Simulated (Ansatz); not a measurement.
(AuH)n off (charge +1): PBE-D4/def2-TZVP single points in Ansatz on relaxed structures, gas phase. Each cluster is the lowest isomer that a short search found in that spin, judged at the geometry's level, and lower ones may exist. Core potentials for Au, no spin–orbit coupling. HOMO and LUMO are taken over both spins. Singlets are spin-restricted. The spins of the ions were chosen, not always searched. The structures are stationary points that may keep the symmetry of their start.

| species | atoms | state | geometry | HOMO (eV) | LUMO (eV) | gap (eV) | vertical EA (eV) | lowest of the spins relaxed | point group (within 0.1 Å) |
| --- | --- | --- | --- | --- | --- | --- | --- | --- | --- |
| HAu2⁺ | 3 | singlet | PBE-D4/def2-TZVP | -13.12 | -10.32 | 2.80 | 7.63 | singlet, of singlet/triplet | – |
| H2Au2⁺ | 4 | doublet; reduced ion singlet | PBE-D4/def2-TZVP | -11.92 | -11.34 | 0.57 | 8.39 | doublet, of doublet/quartet | C2 |
| H2Au3⁺ | 5 | singlet | PBE-D4/def2-TZVP | -11.79 | -8.89 | 2.90 | 6.68 | singlet, of singlet/triplet/quintet | – |
| H3Au3⁺ | 6 | doublet; reduced ion singlet | PBE0-D4/def2-TZVP | -10.91 | -10.31 | 0.61 | 7.87 | doublet, of doublet/quartet | – |

The gap (eV) runs from 0.57 (H2Au2⁺) to 2.90 (H2Au3⁺). It alternates from one size to the next. The vertical EA (eV) runs from 6.68 (H2Au3⁺) to 8.39 (H2Au2⁺). It alternates from one size to the next.
